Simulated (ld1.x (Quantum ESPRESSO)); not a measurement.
# Mo: from the effect back to the setting (TM)

Base potential:

- Element: molybdenum
- Generator: ld1.x (Quantum ESPRESSO) 7.5
- Type: norm-conserving Troullier–Martins (Kleinman–Bylander form)
- Functional: PBE
- Relativity: scalar-relativistic
- Frozen core: [Ar] 3d10
- Valence charge: 14
- Reference configuration: 4s2 4p6 4d3 5s0 5p0 (charge +3)
- Partial waves: 4s (bound): rc 1.40 bohr; 4d (bound): rc 2.40 bohr; 4p (bound): rc 1.85 bohr
- Local potential: the p channel
- Core correction: a·sin(br)/r model core, default radius (core density twice the valence density)

Cutoffs, loose and tight: the cutoffs (Ry, on a coarse ladder) from which the occupation-weighted sum of valence levels, in a spherical-Bessel basis at the reference potential, stays within 10 and 1 mRy of its value at 400 Ry. They do not see the model core or the augmentation charge, which bear on the density cutoff. Test errors are all-electron minus pseudo excitation energies from the reference, over the configurations 4s2 4p6 4d5 5s1 5p0; 4s2 4p6 4d5 5s0 5p0; 4s2 4p6 4d4 5s0 5p0; 4s2 4p6 4d4 5s1 5p1; 4s2 4p6 4d5 5s0 5p1; 4s2 4p6 4d4 5s1 5p0; 4s2 4p6 4d5 5s0.5 5p0; variants that change the core or the reference have their own tests.

Only the s radius is moved:

```csv
s radius (bohr),"cutoff, loose","cutoff, tight",bound ghosts,largest test error (meV)
0.96,100 Ry,200 Ry,none,+270
1.22,90 Ry,160 Ry,none,+274
1.42,70 Ry,120 Ry,none,+348
1.9,35 Ry,55 Ry,none,+976
2.1,35 Ry,50 Ry,none,+1417
```

One more run gave cutoff, loose: 50 Ry; cutoff, tight: 70 Ry; bound ghosts: none; largest test error (meV): +514. Which value of the s radius was used?

1.64 bohr. The tight cutoff moves one way along this sweep, from 200 Ry at 0.96 to 50 Ry at 2.1 bohr, which places the run between 1.42 and 1.9 bohr.
